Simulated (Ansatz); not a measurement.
The same molecule with X = B, Al, Ga, In. Ansatz, PBE0-D4/def2-TZVP geometries, multiplicity 1. Each molecule was computed in one conformer, which needn't be the lowest.

Elements past krypton have def2 core potentials. Scalar relativity is left out up to krypton.

```
 X         molecule  mean X–H bond length / Å  mean X–Si bond length / Å  HOMO energy (PBE/def2-TZVPP) / eV  HOMO energy (B3LYP/def2-TZVPP) / eV  zero-point energy (PBE0-D4/def2-TZVP) / kJ/mol
 B       `B[SiH2]N`                     1.197                      2.002                              -5.89                                -7.04                                           163.6
Ga  `N[SiH2][GaH2]`                     1.576                      2.410                              -5.86                                -6.92                                           146.8
In  `N[SiH2][InH2]`                     1.733                      2.572                              -5.79                                -6.76                                           142.8
```

(1) Give the row for X = Al, `N[SiH2][AlH2]`. (An estimate is asked.)

## Answers

(1) The calculation gave: 
```json
{"X": "Al", "molecule": "`N[SiH2][AlH2]`", "mean X–H bond length / Å": "1.592", "mean X–Si bond length / Å": "2.457", "HOMO energy (PBE/def2-TZVPP) / eV": "-5.83", "HOMO energy (B3LYP/def2-TZVPP) / eV": "-6.89", "zero-point energy (PBE0-D4/def2-TZVP) / kJ/mol": "146.6"}
```

From B to In the mean X–H bond length isn't monotonic: highest at In, lowest at B; the mean X–Si bond length isn't monotonic: highest at In, lowest at B; the HOMO energy (PBE/def2-TZVPP) isn't monotonic: highest at In, lowest at B; the HOMO energy (B3LYP/def2-TZVPP) isn't monotonic: highest at In, lowest at B; the zero-point energy (PBE0-D4/def2-TZVP) isn't monotonic: highest at B, lowest at In. Bonds lengthen as the atom grows down the group.

B3LYP here is the variant with VWN-RPA as its local correlation; programs differ in this.
